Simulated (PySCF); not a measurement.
# EPR parameters of C2H6PSi2

C₂H₆PSi₂ (doublet state).
Geometry (GFN2-xTB, Å), atoms numbered from 1 in this order:
```xyz
11
C2H6PSi2 angstrom
C      3.586   -0.759    0.430
C      2.399   -0.856    0.237
Si     0.561   -0.964    0.171
P     -0.340    0.919   -0.607
Si    -2.444    0.707    0.101
H      4.630   -0.686    0.545
H      0.208   -2.066   -0.737
H      0.077    1.729    0.430
H     -3.035   -0.375   -0.685
H     -3.119    1.976   -0.159
H     -2.518    0.379    1.527
```

The hyperfine couplings belong to this conformer and change with its torsions.

The species is `C([SiH]P[SiH3])#C` [radical].

Computed with UKS B3LYP, pcH-1 on C H P Si, non-relativistic, mean-field spin-orbit, GIAO in PySCF 2.14.0. Geometry: GFN2-xTB, one conformer, isolated molecule. The geometry wasn't refined by DFT: couplings that depend on bond lengths, twists or pyramidal angles can differ widely from those at the functional's own minimum, by a factor of two or more for some ions and for spin on atoms past the first row. No stability test was run, so a lower SCF solution isn't excluded.

* g1, g2, g3: 2.00164, 2.00286, 2.00725
* g_iso: 2.00391
* Form of g: rhombic: the two nearest values differ by 22 % of g3 − g1
* ⟨S²⟩: 0.7546 (exact 0.7500)
* α and β electrons: 31, 30
* Basis functions: 215

Isotropic coupling and dipolar principal values T1 to T3, in G; ρ(0) is the spin density at the nucleus (MHz turned into gauss with g_iso; 10 G = 1 mT):

```
atom  isotope   a_iso  of which spin–orbit     T1     T2    T3  Mulliken spin population  ρ(0) (bohr⁻³)
  C1      13C     5.1                  0.0   -4.3   -3.8   8.1                      0.16         0.0127
  C2      13C     6.4                  0.0   -3.0   -0.3   3.3                     -0.08         0.0159
 Si3     29Si  -176.8                  0.3  -52.5   25.8  26.7                      0.78         0.5589
  P4      31P     2.8                 -0.2  -23.3  -20.5  43.8                      0.13         0.0047
 Si5     29Si    -9.0                  0.0   -1.0    0.4   0.6                      0.00         0.0284
  H6       1H    -4.0                  0.0   -2.2   -0.3   2.5                     -0.01        -0.0025
  H7       1H    18.5                  0.0   -2.7    0.2   2.6                      0.01         0.0116
  H8       1H     4.2                  0.0   -1.4    0.0   1.3                      0.00         0.0026
  H9       1H    -0.2                  0.0   -0.5   -0.3   0.8                      0.00        -0.0001
 H10       1H    -0.5                  0.0   -0.4   -0.2   0.6                      0.00        -0.0003
 H11       1H     0.3                  0.0   -0.7   -0.4   1.1                      0.00         0.0002
```

Largest spin populations (Mulliken): Si3 (+0.78), C1 (+0.16), P4 (+0.13) and C2 (-0.08). The positive populations add up to 1.09 and the negative ones to -0.09, together 2S = 1. The angles at Si3 add up to 327.9°, so it is pyramidal.

Axes: g2 points within 9° of the Si3–P4 bond.

Under fast tumbling the dipolar parts average out, and these isotropic splittings remain: 1 × 1H (H7, I = 1/2, 2 lines) with 1.85 mT, 1 × 1H (H8, I = 1/2, 2 lines) with 0.42 mT, 1 × 1H (H6, I = 1/2, 2 lines) with 0.40 mT and 1 × 31P (P4, I = 1/2, 2 lines) with 0.28 mT.

The 13C coupling of C2 (17.9 MHz) shows only in satellite lines or after enrichment, since that isotope makes up about 1.07 % of natural carbon.

The 29Si coupling of Si3 (-495.9 MHz) shows only in satellite lines or after enrichment, since that isotope makes up about 4.7 % of natural silicon.

Examples of negative spin density at the nucleus (bohr⁻³): H6 (-0.0025).
